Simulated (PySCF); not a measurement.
Cartesian coordinates in Å; atom numbers follow the order of the lines, from 1:
```xyz
11

F     3.288    0.060   -0.034
C     2.073   -0.525    0.077
C     0.976    0.174   -0.040
C     0.216    1.400   -0.251
C    -0.478    0.293   -0.051
C    -1.778   -0.389    0.078
F    -1.933   -1.348   -0.848
F    -2.808    0.456   -0.059
F    -1.915   -0.981    1.274
H     2.136   -1.584    0.264
H     0.228    2.447   -0.436
```

- NMR shieldings at PBE0/pcSseg-1/GIAO
- geometry from GFN2-xTB
- run in PySCF 2.14
- in vacuum, single conformer, one averaged value for each set of equivalent atoms, no relativistic terms

Referencing at the same level of theory: TMS for ¹³C (186.93 ppm).

Question: Do the ¹³C shifts follow the atomic charges (in e)? Tabulate both.

Answer: 
| atoms | hybridisation | δ (ppm) | σ para (ppm) | Hirshfeld | IAO | Mulliken | ESP-fitted |
| --- | --- | --- | --- | --- | --- | --- | --- |
| C4 | sp2 | 140.0 | -204 | +0.02 | -0.07 | +0.01 | -0.03 |
| C5 | sp2 | 132.3 | -199 | -0.01 | -0.02 | -0.17 | -0.21 |
| C2 | sp2 | 130.2 | -193 | -0.02 | +0.04 | +0.21 | -0.25 |
| C6 | sp3 | 129.4 | -182 | +0.27 | +0.81 | +0.86 | +0.68 |
| C3 | sp2 | 103.5 | -171 | -0.04 | -0.03 | -0.03 | +0.11 |

Correlation coefficients of δ with charge over these carbons: Hirshfeld +0.24, IAO +0.08, Mulliken +0.12, ESP-fitted -0.15; with the paramagnetic shielding -0.90. Among the 4 sp2 carbons alone: Hirshfeld +0.92, IAO -0.13, Mulliken +0.09, ESP-fitted -0.63. With so few points, grouped by hybridisation, these coefficients are fragile. Charge is one influence among several: hybridisation and low-lying excitations act through the paramagnetic term.

Shifts are as computed. Against solution values, carbons near 30 ppm lie about +3 ppm off and those near 130 ppm about +5 ppm. Of 1211 compounds with measured shifts, 218 miss one by over three times the rms of a fit or turn the order of signals round; such compounds aren't used in these exercises.
